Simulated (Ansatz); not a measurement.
Species: P2H4, net charge 1, doublet state. 
Geometry from a B3LYP-D3(BJ)/def2-TZVP (Ansatz, a first-principles code) optimisation:
```xyz
6

P     -1.0046    -0.3791    -0.0325
P      1.0046     0.3791     0.0325
H     -1.5948     0.1917     1.1142
H     -1.5887     0.3637    -1.0795
H      1.5887    -0.3637     1.0795
H      1.5948    -0.1917    -1.1142
```
Charge +1, spin multiplicity 2.

Total electronic energies in hartree. Cores are frozen in the correlated levels unless marked. Open shells are spin-unrestricted. Spin-orbit coupling is left out. Non-relativistic. CBS(X,Y): correlation extrapolated as X^-3; Hartree-Fock from the larger set. The bracket is a focal-point correction in the basis named.

```csv
level,program,energy (Eh)
HF/aug-cc-pV(D+d)Z,Ansatz,-683.52112
B3LYP-D4/def2-TZVPD,Ansatz + dftd4,-684.84997
LC-wPBE/def2-TZVPD,Ansatz,-684.59039
B2GP-PLYP-D4/def2-TZVPD,Ansatz + dftd4,-684.45509
B2GP-PLYP/def2-TZVPD,Ansatz,-684.45385
RI-MP2/cc-pV(Q+d)Z,Ansatz,-683.85508
SCS-MP2/def2-SVP,Ansatz,-683.52004
CCSD/cc-pV(T+d)Z,Ansatz,-683.87311
"RI-MP2/CBS(aug-cc-pV(T+d)Z,aug-cc-pV(Q+d)Z)+[CCSD(T)-MP2]/aug-cc-pV(T+d)Z",Ansatz,-683.9319
```

Totals of different functionals don't rank their quality; only differences between species are comparable.
